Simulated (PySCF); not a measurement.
CH₃O (SMILES [CH2-]O), charge -1, singlet, geometry from GFN2-xTB (in this run its highest filled SCF level lies above zero, so its values depend strongly on the basis, on diffuse functions most of all). Base run: DF-SVWN5/3-21G (PySCF).

The PySCF input:
```python
from pyscf import gto, scf, dft

mol = gto.M(
    atom='''
C    -0.20279747    0.76033189   -0.01087792
O    -0.06501536   -0.72802358    0.00864442
H     0.87204730   -0.97615677    0.01814578
H     0.42634008    1.13030271    0.88017106
H     0.43852035    1.10805134   -0.90220468
''',
    basis='3-21g',
    charge=-1,
    verbose=3,
)

mf = dft.RKS(mol)
mf.xc = 'lda,vwn'
mf = mf.density_fit(auxbasis='def2-universal-jkfit')
mf.kernel()
mf.analyze()
```

Each row names what was changed in the base input (with any setting that the change needs).

```csv
change,basis functions,E (Eh),HOMO (eV),HOMO-LUMO gap (eV)
base,24,-113.41522,5.33,3.00
basis = STO-3G,13,-112.35041,10.48,6.16
basis = pcseg-0,24,-113.75537,4.65,2.12
basis = LANL2DZ,24,-114.07419,4.06,3.09
basis = 6-31G,24,-114.02615,4.80,2.32
basis = 6-31+G*,42,-114.11384,2.44,1.53
basis = 6-311++G**,65,-114.16135,2.36,0.78
basis = def2-SVPD,67,-114.04558,2.79,1.70
"basis = 6-311+G(2d,p)",72,-114.16423,2.39,1.51
basis = aug-pcseg-1,73,-114.11520,2.14,0.69
basis = def2-TZVP,80,-114.16309,3.07,2.18
basis = cc-pVTZ,102,-114.15450,3.38,2.17
basis = def2-QZVPP,204,-114.18118,2.70,1.88
```

Totals compare only among sets that treat the same electrons; sets with core potentials leave the core out.
